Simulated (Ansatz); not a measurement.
Job for Ansatz (a program for electronic structure): U-r2SCAN/cc-pV(T+d)Z on C2H4Si (SMILES C#C[SiH3]), a point of a bond scan (R = 1.064 Å). Files ending in .json are basis or fitting sets from the Basis Set Exchange.

Ansatz 0.2 input:
```yaml
crystal:
  periodic: [false, false, false]
  atoms:
    - {symbol: Si, position_ang: [-0.94557569, -0.07811079, -0.46973009]}
    - {symbol: C, position_ang: [0.68460242, 0.05655268, 0.34008738]}
    - {symbol: C, position_ang: [1.76130898, 0.14549575, 0.87495887]}
    - {symbol: H, position_ang: [-1.05376220, 0.95013135, -1.52668239]}
    - {symbol: H, position_ang: [-1.08493276, -1.42239361, -1.06941143]}
    - {symbol: H, position_ang: [-2.01018489, 0.12953739, 0.53507032]}
    - {symbol: H, position_ang: [2.71147110, 0.22398541, 1.34696734]}
basis:
  gaussian:
    orbitals: cc-pV_T+d_Z.json
hamiltonian:
  xc: {name: r2SCAN}
magnetization: {spin_polarized: true, initial_magnetization: 0}
```

The head of its log:

```
WARN ansatz: RAYON_NUM_THREADS=1 ignored (pool sized by the plan → 1); use --threads N
Functional definition: r2SCAN
integrals: 0.06 GiB planned
866 factors; their error is unknown
mean field: 0.63 GiB planned
mean field evaluation 1: about -10008.7511 eV, gradient 3.2e1 eV
mean field evaluation 2: about -10005.5942 eV, gradient 3.9e1 eV
```

Q: Give the final energy of this run.

A: -368.0003 hartree.
